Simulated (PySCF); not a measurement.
## Orbital picture of SrAs

PBE0 at R = 2.764 Å; basis Sr def2-SVP with ECP28, As def2-SVP; scalar-relativistic core potentials; PySCF 2.14. State: ⁴Σ⁻ (quartet), unpaired electrons σ ↑, π ↑↑, a second solution, started from another occupation. Only the outer orbitals are listed, counted within each symmetry, core potentials removing the inner ones.

```
spin  orbital  occ.  ε (eV)  on Sr (%)            main shells (%)
   α       4π     1  -24.80        100                   100 Sr p
   α       4π     1  -24.80        100                   100 Sr p
   α       8σ     1  -24.74         98                    98 Sr p
   α       9σ     1  -15.26          5                    95 As s
   α       5π     1   -6.27         11                    89 As p
   α       5π     1   -6.27         11                    89 As p
   α      10σ     1   -5.93         25           73 As p, 17 Sr s
   α      11σ     1   -3.83         92  73 Sr s, 10 Sr p, 10 Sr d
   α       6π     0   -1.12        100           77 Sr p, 23 Sr d
   α       6π     0   -1.12        100           77 Sr p, 23 Sr d
   α      12σ     0   -0.93         98           52 Sr p, 45 Sr d
   β       4π     1  -24.66        100                   100 Sr p
   β       4π     1  -24.66        100                   100 Sr p
   β       8σ     1  -24.54         99                    99 Sr p
   β       9σ     1  -13.13          8                    92 As s
   β      10σ     1   -5.06         29           69 As p, 19 Sr s
   β       5π     0   -2.60         27   72 As p, 19 Sr d, 9 Sr p
   β       5π     0   -2.60         27   72 As p, 19 Sr d, 9 Sr p
   β      11σ     0   -1.96         92   74 Sr s, 10 Sr p, 8 Sr d
```

Task: Which are the highest filled and the lowest empty level, where do they sit, and how wide is the gap?

Result: Highest filled α 11σ at -3.83 eV (in %: 73 Sr s, 10 Sr p, 10 Sr d); lowest empty β 5π at -2.60 eV (in %: 72 As p, 19 Sr d, 9 Sr p); the gap at PBE0 is 1.23 eV.

The bond order (Mayer) is 1.21. The ⟨S²⟩ is 3.754. The charge on Sr (Mulliken, basis-dependent) is 0.23. The charge on Sr (Löwdin, basis-dependent) is -0.02 and the dipole moment (positive dipole means Sr(−)As(+)) is -3.64 D.

Spin–orbit coupling is left out.
